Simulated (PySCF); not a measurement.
## Deuteron quadrupole couplings in `O=C=C(C=O)S[SiH2]C=O`

Compound: C4H4O3SSi.
Cartesian coordinates in Å at the GFN2-xTB level; atoms count from 1:
```
atom  x, y, z in Å
O1    -3.1372   -0.2484    2.4370
C2    -2.4160   -0.3097    1.5417
C3    -1.5401   -0.3401    0.5607
C4    -1.7073   -0.9098   -0.7310
O5    -0.8407   -0.8872   -1.5887
S6     0.0314    0.4375    0.9447
Si7    1.0777    0.1419   -0.9607
C8     2.6949    1.0426   -0.3863
O9     3.7529    0.8325   -0.9202
H10   -2.6766   -1.3834   -0.9296
H11    0.5798    1.0562   -1.9818
H12    1.5326   -1.2248   -1.1587
H13    2.6442    1.7931    0.4328
```

Level: PBE0/pcSseg-1 (PySCF, non-relativistic); Q(2H) = 0.00286 b; rigid geometry, the same for H and D, with no vibrational averaging.

Task: Rank these positions by the coupling χzz of a deuteron there, largest first.
A. H10 (formyl hydrogen)
B. H12 (Si–H hydrogen)
C. H13 (formyl hydrogen)

Result: A (191 kHz), C (178 kHz), B (112 kHz).

Task: What are Vzz, η and χzz (234.96 MHz × Q × Vzz) at all hydrogens?

Result: 
```json
{"atom": "H10", "bonded to": "C4", "bond length (Å)": "1.097", "Vzz (au)": "0.2836", "η": "0.05", "χzz (kHz)": "191"}
{"atom": "H11", "bonded to": "Si7", "bond length (Å)": "1.458", "Vzz (au)": "0.1642", "η": "0.02", "χzz (kHz)": "110"}
{"atom": "H12", "bonded to": "Si7", "bond length (Å)": "1.454", "Vzz (au)": "0.1671", "η": "0.02", "χzz (kHz)": "112"}
{"atom": "H13", "bonded to": "C8", "bond length (Å)": "1.112", "Vzz (au)": "0.2644", "η": "0.01", "χzz (kHz)": "178"}
```

Task: Average by the element that carries the hydrogen.

Result: on C: 184 kHz over 2 positions, mean bond length 1.105 Å; on Si: 111 kHz over 2 positions, mean bond length 1.456 Å.

Task: A static deuteron (I = 1) shows a doublet split by (3/2)χ, (3/4)χ(1 + η) and (3/4)χ(1 − η) with the field along z, y and x of the gradient. What are these for H12?

Result: With |χ| = 112.3 kHz and η = 0.024: 168, 86 and 82 kHz, to first order and without motion.

One conformer (not necessarily the lowest) at the GFN2-xTB geometry, without solvent, vibrations or thermal averaging. GFN2-xTB bond lengths can be off by several hundredths of an ångström, more for odd bonds, and the gradients follow them. With a basis this small, the couplings can be 20 % off.

These values come from a run that also computed NMR shieldings. On one thread of an Arm Neoverse N1, shared host with 64 logical CPUs at a one-minute load of 59, this took 74 s (grids of density and orbitals included) and 0.97 GiB of memory at its peak.
